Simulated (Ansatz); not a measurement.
Geometry optimisation, RKS PBE-D4/def2-SVP in Ansatz.

Input file:

```yaml
crystal:
  periodic: [false, false, false]
  atoms:
    - { symbol: W, position_ang: [-0.371428, -0.045437, -0.197901] }
    - { symbol: H, position_ang: [1.928568, 0.325972, 1.554589] }
    - { symbol: F, position_ang: [2.470436, -0.07331, 0.905328] }
    - { symbol: F, position_ang: [-0.79227, 1.744314, 0.096661] }
    - { symbol: H, position_ang: [-2.05882, -0.201714, -0.290727] }
    - { symbol: O, position_ang: [-0.278397, -1.805049, 0.308096] }
    - { symbol: H, position_ang: [-0.393512, -2.544754, 0.924339] }
    - { symbol: F, position_ang: [0.816524, 0.232877, -1.618485] }
basis:
  gaussian: { orbitals: def2-SVP }
hamiltonian:
  xc: pbe
  dispersion: d4
relax:
  f_tol: 0.03
  max_steps: 50
```

Command:

```bash
$ ansatz run input.yaml --threads 2 --pin off --max-ram 3072MiB --backend cpu --events-out ev --progress --plain --runs-dir out
```

Question: Where does it end, and by what steps?

Answer: The forces met the threshold. After 8 steps the energy has fallen by 0.101 eV; H2 moved furthest, 0.56 Å. Joined: W1–H2 (2.92 → 2.20 Å).

| step | energy less start (eV) | largest force component (eV/Å) | accepted |
| --- | --- | --- | --- |
| 0 | 0.0000 | 0.336 | yes |
| 1 | -0.0416 | 0.212 | yes |
| 2 | -0.0729 | 0.574 | yes |
| 3 | -0.0898 | 0.373 | yes |
| 4 | -0.0977 | 0.094 | yes |
| 5 | -0.0990 | 0.177 | yes |
| 6 | -0.1007 | 0.107 | yes |
| 7 | -0.1011 | 0.032 | yes |
| 8 | -0.1013 | 0.022 | yes |

```xyz
8
Properties=species:S:1:pos:R:3
W -0.215 -0.027 -0.127
H 1.438 0.186 1.316
F 2.293 0.024 0.858
F -0.614 1.764 0.168
H -1.904 -0.168 -0.169
O -0.174 -1.797 0.350
H -0.355 -2.552 0.934
F 0.852 0.201 -1.648
```

The run took 20 s on 2 threads of Arm Neoverse V2 (shared host), peak memory 0.14 GiB.
